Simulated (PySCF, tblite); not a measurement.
Compound: C4H3F6P.
Atom-mapped SMILES: `[F:1][C:2]([F:3])([F:4])/[CH:5]=[P:6]/[CH2:7][C:8]([F:9])([F:10])[F:11]` (hydrogens: H12 on C5; H13, H14 on C7)

Cartesian coordinates in Å at the GFN2-xTB level; atoms count from 1:
```
atom  x, y, z in Å
F1     2.8375    1.4981   -0.6151
C2     2.5719    0.2655   -0.1529
F3     3.3869   -0.5671   -0.8283
F4     2.9787    0.2394    1.1291
C5     1.1438   -0.1113   -0.2838
P6     0.2855   -0.4679    1.1047
C7    -1.3845   -0.8637    0.3278
C8    -2.1457    0.4220    0.1045
F9    -3.4175    0.2090   -0.2571
F10   -2.1779    1.1774    1.2132
F11   -1.5948    1.1774   -0.8556
H12    0.7718   -0.1169   -1.2972
H13   -1.9718   -1.4778    1.0141
H14   -1.2845   -1.3844   -0.6256
```

Method used: PBE0/pcSseg-1 in PySCF (dipole) on a GFN2-xTB geometry, gas phase.

Masses are those of the commonest isotopes; rigid-rotor values at the optimised geometry. The values belong to one conformer with, in the numbering `[F:1][C:2]([F:3])([F:4])/[CH:5]=[P:6]/[CH2:7][C:8]([F:9])([F:10])[F:11]`, C5–P6–C7–C8 -84°.

(1) Give the principal moments of inertia and the rotational constants in cm⁻¹.

(2) What kind of rotor is it?

(3) Is it planar, by Δ = Ic − Ia − Ib?

(4) Give the other two planar moments, Paa and Pbb, and the rms extents of the mass along the axes.

(5) List the rotational levels J(Ka,Kc) to J = 5 (MHz).

(6) Which types of transition are allowed, and where do some lines up to J = 2 fall?

(7) Estimate the classical rotational partition function at 25 K, 200 K and 500 K.

Answers

(1) Ia = 236.45, Ib = 1166.68, Ic = 1218.96 u·Å²; 505379 MHz·u·Å²/I gives 2137, 433.2 and 414.6 MHz, that is A = 0.07129, B = 0.01445, C = 0.01383 cm⁻¹.

(2) A near-prolate asymmetric top; Ray's κ = -0.978.

(3) Not planar: Δ = Ic − Ia − Ib = -184.18 u·Å². For a rigid frame Δ = −2 Σ m c², so Σ m c² = 92.09 u·Å² lies off the ab plane: 5.77 from hydrogen and 86.32 from heavier atoms. The atom farthest from that plane is 1.86 Å away.

(4) Paa = Σ m a² = (Ib + Ic − Ia)/2 = 1074.59 and Pbb = Σ m b² = (Ia + Ic − Ib)/2 = 144.36 u·Å². With the mass M = 195.99 u, the rms extents √(P/M) along a, b and c are 2.34, 0.86, 0.69 Å.

(5) Above 0(0,0):
J = 1: 1(0,1) 848, 1(1,1) 2552, 1(1,0) 2571
J = 2: 2(0,2) 2543, 2(1,2) 4229, 2(1,1) 4285, 2(2,1) 9397, 2(2,0) 9397
J = 3: 3(0,3) 5086, 3(1,3) 6744, 3(1,2) 6856, 3(2,2) 11940, 3(2,1) 11941, 3(3,1) 20508, 3(3,0) 20508
J = 4: 4(0,4) 8475, 4(1,4) 10098, 4(1,3) 10284, 4(2,3) 15331, 4(2,2) 15334, 4(3,2) 23899, 4(3,1) 23899, 4(4,1) 35893, 4(4,0) 35893
J = 5: 5(0,5) 12711, 5(1,5) 14290, 5(1,4) 14568, 5(2,4) 19570, 5(2,3) 19575, 5(3,3) 28139, 5(3,2) 28139, 5(4,2) 40132, 5(4,1) 40132, 5(5,1) 55553, 5(5,0) 55553
Those of J = 1 are B + C, A + C and A + B.

(6) The dipole components are |μa| = 1.58 D, |μb| = 1.16 D, |μc| = 2.21 D. The squared components, which scale the intensities, stand as 0.51 : 0.28 : 1.00 (a : b : c). Some lines, for components of 0.1 D or more:

```tsv
type	branch	J(Ka,Kc)	MHz	lower level (cm⁻¹)
a	R	2(1,2) ← 1(1,1)	1677	0.085
a	R	2(0,2) ← 1(0,1)	1695	0.028
c	Q	1(1,1) ← 1(0,1)	1704	0.028
a	R	2(1,1) ← 1(1,0)	1714	0.086
c	R	1(1,0) ← 0(0,0)	2571	0.000
b	R	2(1,2) ← 1(0,1)	3381	0.028
c	Q	2(2,1) ← 2(1,1)	5112	0.143
b	Q	2(2,0) ← 2(1,1)	5113	0.143
b	R	2(2,1) ← 1(1,0)	6827	0.086
c	R	2(2,1) ← 1(1,1)	6845	0.085
```

(7) Point group C1, symmetry number σ = 1; q = (√π/σ)·√((kT/h)³/(ABC)), k/h = 20836.6 MHz/K: 34000 at 25 K, 770000 at 200 K, 3040000 at 500 K.

Its GFN2-xTB frequencies are all real (lowest 20 cm⁻¹). Zero-point vibration and centrifugal distortion are left out.
